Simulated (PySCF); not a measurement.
BClGeH4O, SMILES O[B](Cl)[GeH3].

The structure is a stationary point at PBE-D3(BJ)/def2-SVP. One conformer was computed; it need not be the lowest.

Method: PySCF with PBE/def2-TZVP.

Computed frontier levels, gap, dipole moment and polarisability:
```yaml
highest_occupied_level: -7.15 eV
lowest_empty_level: -1.98 eV
orbital_gap: 5.17 eV
dipole_moment: 1.52 D
quadrupole, principal values (traceless, Buckingham form, about the centre of nuclear charge): -5.67, -0.81, 6.49 D·Å
mean_static_polarisability: 65.2 bohr³ (9.66 Å³)
polarisability_principal_values: 51.7, 65.2, 78.6 bohr³
```
